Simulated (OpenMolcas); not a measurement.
Cr3+ (d3) in a complex was computed by SS-CASPT2, IPEA 0.25 Eh, imaginary shift 0.1 Eh with the d shell active (OpenMolcas, ANO-RCC-VTZP on the metal). Its lowest spin-free states, and all those of the highest spin:

| 2S+1 | Degeneracy | E (cm-1) |
| --- | --- | --- |
| 4 | 3 | 0 |
| 4 | 3 | 5460 |
| 2 | 2 | 7550 |
| 2 | 3 | 10220 |
| 2 | 3 | 10300 |
| 4 | 1 | 12770 |
| 2 | 1 | 13150 |
| 2 | 3 | 13660 |
| 4 | 3 | 14760 |
| 2 | 3 | 16800 |
| 2 | 3 | 17510 |
| 2 | 2 | 18090 |

Problem. Is the site octahedral, tetrahedral or cube-like, axial, or of lower symmetry?

Solution. The states with 2S+1 = 4 have orbital degeneracies 3, 3, 1, 3. Threefold states need a cubic site. For d3 at this spin an octahedron puts the single A2 below the threefold T2 and a tetrahedron or cube puts the threefold T1 below the threefold T2, so the site is a tetrahedron or a cube, which this pattern cannot tell apart. The run had Cr3+ with 4 ligands (chloride) in tetrahedral coordination (Td) at 2.25 Å. A charge of +0.25 e stands 2.4 Å behind each ligand. Ligand basis ANO-RCC-VDZP.

Roots that are degenerate in the reference are averaged as groups; the widest CASPT2 spread within a group is 630 cm-1 (the 3-fold group of multiplicity 4 near 5460 cm-1 above the lowest state of its run). Shifts and gaps below about the spread of the groups concerned are not significant. Over all roots computed the reference weight is 0.70 to 0.73; a low but even weight reflects the number of correlated electrons. An orbital triplet at a regular site is open to Jahn-Teller coupling, which can distort the site and quench the lowest spin-orbit gaps and is left out. Ligand-to-metal charge-transfer states are missing. These CASPT2 states fit no ligand-field parameters well, so their order and spin gaps are uncertain. With no ligand orbital active B as a rule stays too high, so bands that hang on it stand too high and its fall with covalency is understated. With one d shell and no ligand orbital active, 10Dq can be off by a tenth or more. No measured value stands beside these numbers; the geometry is a model, was not optimised and need not be the one that this ion takes.
